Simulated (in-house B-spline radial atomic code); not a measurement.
The numbers below are computed, except where a source is named.
C6 from the polarisability at imaginary frequency: Ne

PBE0 linear response of the closed shell [He] 2s2 2p6, from an all-electron radial atomic-structure program (B-spline basis); non-relativistic, point nucleus, no spin-orbit coupling.

The dispersion coefficient of two like species is C6 = (3/π) ∫ α(iu)² du from 0 to ∞.

| u (hartree) | α(iu) (bohr³) |
| --- | --- |
| 0 | 2.813 |
| 0.03 | 2.81 |
| 0.07 | 2.796 |
| 0.12 | 2.764 |
| 0.2 | 2.683 |
| 0.3 | 2.546 |
| 0.45 | 2.304 |
| 0.7 | 1.905 |
| 1 | 1.515 |
| 1.5 | 1.067 |
| 2.5 | 0.6012 |
| 5 | 0.2247 |

(1) Fit one oscillator, α(iu) = α(0)/(1 + u²/ω²), through u = 1.5 and estimate C6.

(2) How does that compare with the full integral?

## Answers

(1) From α(0)/α(iu) − 1 = 2.813/1.067 − 1 = 1.6364, ω = u/√1.6364 = 1.1726 hartree (31.9 eV). London's formula gives C6 = (3/4) α(0)² ω = 0.75 × 2.813² × 1.1726 = 6.959 hartree·bohr⁶, and the oscillator holds f = α(0) ω² = 3.87 electrons, of a sum of oscillator strengths of 10.0.

(2) The program's quadrature over all excitations gives C6 = 6.716, so the single oscillator is off by +3.6 %. At the last point the fit gives α = 0.147 against 0.225: higher excitations, and deeper shells where there are any, keep the true curve higher at large u.
